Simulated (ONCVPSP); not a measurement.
## u(r) = r·R(r): atom against pseudo-atom (Al (Z = 13))

Columns: radius, all-electron u(r) and pseudo u(r) of the 2p shell (level -78.14 eV) of aluminium in the configuration [He] 2s2 2p6 3s2; LDA (Perdew-Wang 92), non-relativistic, ONCV scheme, ONCVPSP 4.0.1.

```csv
r (bohr),all-electron,pseudo
0.047,0.1129,0.0556
0.095,0.3437,0.2084
0.142,0.5853,0.4247
0.190,0.8031,0.6816
0.237,0.9720,0.9194
0.285,1.0968,1.1097
0.332,1.1757,1.2368
0.380,1.2192,1.2963
0.427,1.2321,1.2816
0.475,1.2216,1.2342
0.522,1.1940,1.1944
0.570,1.1529,1.1529
0.617,1.1038,1.1038
0.665,1.0479,1.0479
0.712,0.9897,0.9897
0.760,0.9286,0.9286
0.807,0.8687,0.8687
0.855,0.8084,0.8084
0.902,0.7509,0.7509
0.950,0.6945,0.6945
0.997,0.6417,0.6417
1.045,0.5906,0.5906
1.092,0.5435,0.5435
1.140,0.4984,0.4984
1.187,0.4572,0.4572
1.235,0.4180,0.4180
```

Problem. How many radial nodes do the two functions have?

Solution. The all-electron 2p function has n − l − 1 = 0; the pseudo-wave has 0.

Problem. At about which radius was the pseudo-wave matched?

Solution. 0.55 bohr, where the columns begin to agree (steps of 0.05 bohr).

Problem. Is the pseudo-wave norm-conserving?

Solution. Yes: the ONCV scheme keeps the norm inside the radius equal to the all-electron one, which fixes the energy derivative of the logarithmic derivative at the level.
